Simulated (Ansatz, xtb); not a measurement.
## Ranking isomers of C4H5BO

3 gas-phase structures of C4H5BO, from a drawn sample of its isomers (lower ones may exist). Each was relaxed with GFN2-xTB:

A. `OC1=CBC=C1`, a singlet
B. `OB1C=CC=C1`, a singlet
C. `OC1=CC=CB1`, a singlet

Task: Which do you expect lowest at r2SCAN-D4/def2-SVP, and how would the others follow?

Result: Calculated order at r2SCAN-D4/def2-SVP: B (0.000), A (1.699), C (2.121) eV.

Energies above the lowest of each column, in eV; the last columns are at B3LYP-D3(BJ)/def2-SVP geometries and were run for some of them only (a dash: not run or not comparable):

| structure | GFN2-xTB | HF/STO-3G | r2SCAN-D4/def2-SVP | B3LYP-D3(BJ)/def2-SVP | CCSD(T)/def2-SVP + ΔMP2/def2-TZVPP |
| --- | --- | --- | --- | --- | --- |
| B | 0.000 | 0.000 | 0.000 | 0.000 | 0.000 |
| A | 1.018 | 1.696 | 1.699 | 1.739 | 1.807 |
| C | 1.217 | 1.995 | 2.121 | – | – |

Every level run on B puts it lowest or level with the lowest. Flexible structures stand in one conformer each, not always the lowest. Frequencies (B3LYP-D3(BJ)/def2-SVP) were run for A, B alone. ΔMP2 is the change of the MP2 energy from the smaller to the larger basis.

Programs: Ansatz 0.2.0, xtb 6.7.1.
